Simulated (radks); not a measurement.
Q: Ionisation of neutral magnesium, [Ne] 3s2, to [Ne] 3s1 as the strength of local exchange is varied. Calculated with a radial shooting solver on a logarithmic mesh with Libxc functionals: scalar-relativistic Kohn-Sham, Slater X-alpha exchange (alpha = 2/3 is LDA exchange), no correlation, spin-polarised, spherical densities, finite nucleus; Fermi nuclear charge, rms radius 3.057 fm.

alpha  E(Mg) (hartree)  exchange (hartree)  IE (eV)  -e of the level emptied (eV)  <r> of it (bohr)
0.667       -198.57653           -14.57015    6.498                    3.876 (3s)             3.214
0.681       -198.88258           -14.89525    6.571                    3.954 (3s)             3.199
0.7         -199.29857           -15.33771    6.670                    4.061 (3s)             3.179
0.704       -199.38624           -15.43105    6.691                    4.084 (3s)             3.175
0.765       -200.72721           -16.86239    7.014                    4.436 (3s)             3.113
0.774       -200.92570           -17.07483    7.062                    4.489 (3s)             3.104
0.859       -202.80834           -19.09733    7.527                    5.001 (3s)             3.023
?           -200.70517           -16.83880    7.008                    4.430 (3s)             3.114

Which alpha was used in the last row?

A: alpha = 0.764. NIST Atomic Spectra Database: 7.646 eV (measured). The central value is not met in this range of alpha.
